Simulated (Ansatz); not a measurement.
`C#C[SiH2][GaH2]` + H–F → `C#C[SiH2]F` + `[GaH3]` at 298.15 K and 1 bar (cleavage of the Si–Ga bond).

Isolated molecules relaxed with PBE0-D4/def2-TZVP in Ansatz; ΔE leaves out vibrations. CCSD(T)/CBS adds triple-zeta CCSD(T) − MP2 to the extrapolated MP2 energy (def2 sets, frozen cores). This one scheme is used for every species. For Ga outer-core shells are correlated without core-valence functions, which leaves a few kJ/mol of doubt a bond. Scalar relativity is left out up to krypton.

| species | CCSD(T)/CBS energy (Eh) | H − E (kJ/mol) | S (J/(mol·K)) |
| --- | --- | --- | --- |
| `C#C[SiH2][GaH2]` | -2292.05082 | 150.3 | 359.3 |
| H–F | -100.39570 | 33.5 | 173.6 |
| `C#C[SiH2]F` | -466.78369 | 118.6 | 299.0 |
| `[GaH3]` | -1925.70545 | 59.6 | 218.4 |

H − E and S are ideal-gas, rigid-rotor, harmonic terms from PBE0-D4/def2-TZVP. 1 Eh = 2625.50 kJ/mol, R = 8.31446 J/(mol·K).

By hand: ΔE, ΔH, ΔS and ΔG.

ΔE = (-466.78369) + (-1925.70545) − (-2292.05082) − (-100.39570) = -0.04262 Eh = -111.9 kJ/mol. Δ(H − E) = 118.6 + 59.6 − 150.3 − 33.5 = -5.6, so ΔH = -117.5 kJ/mol. ΔS = 299.0 + 218.4 − 359.3 − 173.6 = -15.5 J/(mol·K). ΔG = -117.5 − 298.15 × (-15.5)/1000 = -112.9 kJ/mol.

By hand: the equilibrium constant, and the temperature at which ΔG would vanish if ΔH and ΔS stayed fixed.

log₁₀ K = −ΔG/(RT ln 10) = 19.8. ΔG = 0 at ΔH/ΔS = 7581 K, far beyond where these terms or the molecules hold.

ΔH outweighs TΔS. A doubt of 5 kJ/mol in ΔE shifts log₁₀ K by 0.9 here. Modes under 60 cm⁻¹, often nearly free rotors, make the harmonic entropy too high. These are equilibria of isolated gas molecules and say nothing of rates. Largest T1 diagnostic: 0.014 (customary marks: 0.02 for closed shells, 0.045 for open ones).
